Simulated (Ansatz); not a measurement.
`[F][Sn]([F])([F])[SiH3]` + silanol → disiloxane + `[F][SnH]([F])[F]` at 400 K and 1 bar (cleavage of the Si–Sn bond).

Calculated with Ansatz (gas phase, PBE0-D4/def2-TZVP geometries, no zero-point term in ΔE). CCSD(T)/CBS adds triple-zeta CCSD(T) − MP2 to the extrapolated MP2 energy (def2 sets, frozen cores). def2 core potentials past Kr. For Sn outer-core shells are correlated without core-valence functions, which leaves a few kJ/mol of doubt a bond.

| species | CCSD(T)/CBS energy (Eh) | H − E (kJ/mol) | S (J/(mol·K)) |
| --- | --- | --- | --- |
| `[F][Sn]([F])([F])[SiH3]` | -804.39187 | 117.9 | 419.7 |
| `O[SiH3]` | -366.69042 | 120.0 | 276.4 |
| `[SiH3]O[SiH3]` | -657.01000 | 172.0 | 360.1 |
| `[F][SnH]([F])[F]` | -514.09299 | 58.6 | 336.5 |

H − E and S are ideal-gas, rigid-rotor, harmonic terms from PBE0-D4/def2-TZVP. 1 Eh = 2625.50 kJ/mol, R = 8.31446 J/(mol·K).

By hand: ΔE, ΔH, ΔS and ΔG.

ΔE = (-657.01000) + (-514.09299) − (-804.39187) − (-366.69042) = -0.02070 Eh = -54.3 kJ/mol. Δ(H − E) = 172.0 + 58.6 − 117.9 − 120.0 = -7.3, so ΔH = -61.6 kJ/mol. ΔS = 360.1 + 336.5 − 419.7 − 276.4 = 0.5 J/(mol·K). ΔG = -61.6 − 400 × (0.5)/1000 = -61.8 kJ/mol.

By hand: the equilibrium constant, and the temperature at which ΔG would vanish if ΔH and ΔS stayed fixed.

log₁₀ K = −ΔG/(RT ln 10) = 8.1. ΔH and −TΔS have one sign here, so there is no such temperature. One of them is within its doubt of zero, so this could turn.

The number of gas molecules stays the same, so ΔS is small and ΔH decides. A doubt of 5 kJ/mol in ΔE shifts log₁₀ K by 0.7 here. Modes under 60 cm⁻¹, often nearly free rotors, make the harmonic entropy too high. These are equilibria of isolated gas molecules and say nothing of rates. Largest T1 diagnostic: 0.015 (customary marks: 0.02 for closed shells, 0.045 for open ones).
